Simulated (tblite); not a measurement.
cyclopentanone (C5H8O), singlet, at a GFN2-xTB geometry; GFN1-xTB in tblite 0.6.0.

Input for tblite:
```
$ tblite run mol.xyz --method gfn1 --charge 0 --spin 0 --json tblite.json --no-restart

# file mol.xyz
14

O      0.87537310     1.89876563    -0.35725549
C      0.37959572     0.82337841    -0.15491983
C      1.12822729    -0.48061669     0.02883662
C      0.06033799    -1.56791212    -0.04754620
C     -1.19163010    -0.88596563     0.50924683
C     -1.10303578     0.53525941    -0.03911772
H      1.92578836    -0.58504964    -0.70535867
H      1.59131385    -0.45285207     1.01834905
H      0.33028268    -2.46089812     0.51376258
H     -0.10497291    -1.85408406    -1.08762352
H     -1.14947978    -0.86694046     1.59958820
H     -2.10743946    -1.39392016     0.21152703
H     -1.52542668     0.59576747    -1.04523879
H     -1.60402156     1.28299175     0.57403985
```

Question: Predict the main parts of the log of this tblite run.

Answer: 
```
xTB calculator
 | screened Coulomb repulsion
 | Coulomb electrostatics
 |  * isotropic Klopman-Ohno-Mataga-Nishimoto electrostatics
 |  * onsite third-order electrostatics
 | DFT-D3(BJ) dispersion correction

halogen bonding energy    0.0000000000000E+00 Eh
repulsion energy          2.3962689530474E-01 Eh
dispersion energy        -4.9990307726531E-03 Eh
number of electrons       3.4000000000000E+01 e
integral cutoff           1.9731147476801E+01 bohr

------------------------------------------------------------
  cycle        total energy    energy error   density error
------------------------------------------------------------
      1     -19.39568209970  -1.9630310E+01   6.3031212E-01
      2     -19.59233906072  -1.9665696E-01   3.5766180E-01
      3     -19.59352222409  -1.1831634E-03   1.2725357E-01
      4     -19.59459573852  -1.0735144E-03   1.2553364E-02
      5     -19.59492596089  -3.3022237E-04   4.2301107E-03
      6     -19.59496159479  -3.5633897E-05   2.6929904E-03
      7     -19.59498336856  -2.1773778E-05   2.2618237E-04
      8     -19.59498350470  -1.3613349E-07   3.8867149E-05
      9     -19.59498350705  -2.3492781E-09   2.4028526E-05
     10     -19.59498350857  -1.5197799E-09   1.4727092E-06
------------------------------------------------------------

electronic energy        -1.9829611373098E+01 Eh
total energy             -1.9594983508566E+01 Eh

Post processing:
 | Mayer-Wiberg bond orders

[Info] JSON dump of results written to 'tblite.json'
```
